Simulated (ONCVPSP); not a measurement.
# Transferability test, ONCV potential for gallium (Ga)

```json
{"Element": "gallium", "Generator": "ONCVPSP 4.0.1", "Type": "optimised norm-conserving Vanderbilt (ONCV)", "Functional": "PW91", "Relativity": "scalar-relativistic", "Frozen core": "[Ne] 3s2", "Valence charge": "19", "Reference configuration": "3p6 3d10 4s1.75 4p1.25", "Partial waves": "4s: rc 1.60 bohr, ncon 4, nbas 8, qcut 4.2 1/bohr, 2 projectors, debl 1.4 Ha; 3p+4p: rc 1.20 bohr, ncon 4, nbas 7, qcut 10.2 1/bohr, 2 projectors; 3d: rc 0.85 bohr, ncon 4, nbas 9, qcut 18.1 1/bohr, 1 projector", "Local potential": "polynomial inside 0.55 bohr (lpopt 3, dvloc0 0 Ha)", "Core correction": "Teter function fitted to the true core (icmod 2), fcfact 0.45"}
```

Energies are relative to the spin-unpolarised reference configuration 3p6 3d10 4s1.75 4p1.25; without spin polarisation the order of configurations can differ from experiment. Not all tests gave a result: 1 of 4 tests not solved or not reliable.

| valence configuration | charge | ΔE all-electron (eV) | error AE − PS (meV) |
| --- | --- | --- | --- |
| 3p6 3d10 4s2 4p1 | 0 | -1.612 | -0.2 |
| 3p6 3d10 4s2 4p0 | +1 | 4.135 | -0.5 |
| 3p6 3d10 4s1 4p0 | +2 | 25.358 | -4.8 |

Note: ghosts flagged at negative energy: s at -262.9 eV; GHOST(+) flagged for s at 146.6 eV. A true bound ghost makes a file unfit for plane-wave use.
